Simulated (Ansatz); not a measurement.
Program: Ansatz. Geometries: PBE0-D4/def2-TZVP. ΔE: electronic, gas phase. CCSD(T)/CBS is the MP2 limit (def2-TZVPP, def2-QZVPP) plus CCSD(T) − MP2 in def2-TZVPP, frozen cores. This one scheme is used for every species. For K outer-core shells are correlated without core-valence functions, which leaves a few kJ/mol of doubt a bond. Scalar relativity is left out up to krypton.

`[OH][K]` + CH₄ → `[CH3][K]` + H₂O  (formal exchange of groups at a K–O bond)

`[OH][K]`:

```xyz
3

O    -0.205   -0.344   -0.121
K     0.879    1.472    0.519
H    -0.674   -1.128   -0.398
```

CH₄:

```xyz
5

C     0.000    0.000    0.000
H    -0.906    0.537    0.279
H     0.341    0.345   -0.976
H    -0.211   -1.068   -0.046
H     0.775    0.186    0.743
```

`[CH3][K]`:

```xyz
5

C    -0.277    0.023   -0.088
K     2.266   -0.188    0.718
H    -0.438   -0.466   -1.058
H    -0.582    1.072   -0.199
H    -0.969   -0.441    0.627
```

H₂O:

```xyz
3

O    -0.378   -0.038   -0.086
H     0.355    0.038   -0.700
H     0.022    0.000    0.786
```

| species | CCSD(T)/def2-TZVPP energy (Eh) |
| --- | --- |
| `[OH][K]` | -675.08718 |
| CH₄ | -40.43861 |
| `[CH3][K]` | -639.12941 |
| H₂O | -76.33701 |

Problem. Work out ΔE.

Solution. ΔE = (-639.12941) + (-76.33701) − (-675.08718) − (-40.43861) = 0.05937 Eh = +1.62 eV. CCSD(T)/CBS gives +1.75 eV.

Largest T1 diagnostic among the species: 0.017.

From PBE to PBE0 (25 % exact exchange), in def2-TZVPP and without D4, ΔE moves by +0.05 eV. Leaving LDA and LC-ωPBE aside and taking each functional with its dispersion term where it has one, the values, not all of them listed here, spread over 0.23 eV, from revPBE-D4 to CAM-B3LYP-D4. In def2-TZVPP, CCSD(T) changes the Hartree–Fock value by −0.14 eV (the triples alone add −0.03 eV) and MP2 by −0.06 eV.
